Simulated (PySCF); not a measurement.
Problem. Write Cartesian coordinates for `[CH2](C)[SnH3]` as optimised with PBE0-D3(BJ)/def2-SVP.

Solution. 
```
atom  x, y, z in Å
C1    -1.427    0.265    0.213
C2    -0.393   -0.377   -0.701
Sn3    1.642   -0.133   -0.011
H4    -2.451    0.122   -0.172
H5    -1.269    1.351    0.313
H6    -1.401   -0.162    1.228
H7    -0.441    0.045   -1.717
H8    -0.569   -1.460   -0.803
H9     1.815   -0.842    1.545
H10    2.749   -0.880   -1.090
H11    2.018    1.539    0.108
```

Orientation and origin are arbitrary. Atoms count from 1 in this order. Sn3 (tin bonded to C and 3 H) is tetrahedral (angles from 108.5° to 110.9°).

Bonds between heavy atoms (Å): C1–C2 1.522, C2–Sn3 2.163.

Method: PBE0-D3(BJ)/def2-SVP geometry optimisation, gas phase, def2 core potentials past Kr in PySCF.

Point group: Cs (tolerance 0.08 Å). No PBE0-D3(BJ)/def2-SVP frequencies stand behind this structure, so it isn't proved a minimum.
